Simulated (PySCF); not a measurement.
**Substituent chemical shifts**

Parent skeleton `[BH2:1][NH:2][BH2:3]`; one hydrogen on atom 2 is replaced by X. Hydrogens on one atom are averaged.

A single conformation, isolated molecule, no relativistic terms, fast rotation and ring inversion assumed for equivalent nuclei. Coordinates at the PBE0-D3(BJ)/def2-SVP level; NMR shieldings at PBE0/pcSseg-1/GIAO; PySCF.

Scale: BF3·OEt2 for 11B; 15N against NH3; 1H vs TMS (reference shieldings calculated alike).

Parent (X = H): B1/B3 53.5, N2 197.6, H(B1)/H(B3) 5.61 ppm. Effects are Δδ = δ(X) − δ(H), positive for deshielding.

Q: Give Δδ (ppm) for X = Ph, CH2CF3, vinyl, BH2.

A: 
```tsv
X	SMILES	B1/B3	N2	H(B1)/H(B3)
Ph	BN(B)c1ccccc1	+3.3	+40.5	+0.25
CH2CF3	BN(B)CC(F)(F)F	+4.0	+0.7	+0.11
vinyl	BN(B)C=C	+2.0	+32.9	+0.23
BH2	BN(B)B	+12.1	+48.3	+0.67
```

Q: Which position responds most, and to which substituents?

A: N2: from +0.7 ppm with CH2CF3 to +48.3 ppm with BH2.

Experimental scales use liquid or dissolved standards, which lie at an offset from isolated NH3 (liquid NH3: subtract about 20 ppm). Unscaled 15N shifts of sp2 nitrogen come out 20 to 40 ppm too high even then.
